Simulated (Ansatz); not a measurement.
Mulliken charges of `[SiH3][O][SbH2]` from r2SCAN/def2-TZVPP in Ansatz (PBE0-D4/def2-TZVP geometry).

| atom | x (Å) | y (Å) | z (Å) | charge (e) |
| --- | --- | --- | --- | --- |
| Si1 | -0.878 | 1.026 | -0.354 | 0.476 |
| O2 | 0.108 | 0.002 | 0.450 | -0.611 |
| Sb3 | 1.417 | -1.333 | -0.153 | 0.623 |
| H4 | -2.269 | 0.498 | -0.392 | -0.094 |
| H5 | -0.415 | 1.217 | -1.760 | -0.094 |
| H6 | -0.880 | 2.341 | 0.336 | -0.087 |
| H7 | 2.400 | -1.149 | 1.239 | -0.106 |
| H8 | 0.608 | -2.659 | 0.579 | -0.109 |

Question: By hand: the dipole of these point charges (1 e Å = 4.8032 D).

Answer: Σ q r = (0.407, -0.297, -0.560) e Å, of length 0.753 e Å = 3.62 D.

Question: How does the dipole of the full density compare? (An estimate is asked.)

Answer: The calculation gave: (0.232, -0.211, -0.158) e Å, 1.69 D; the point charges give 2.14 times that, at 22° from its direction.

Point charges leave out the atoms' own dipoles, such as those of lone pairs, and Mulliken's split depends on the basis, so the two needn't agree.
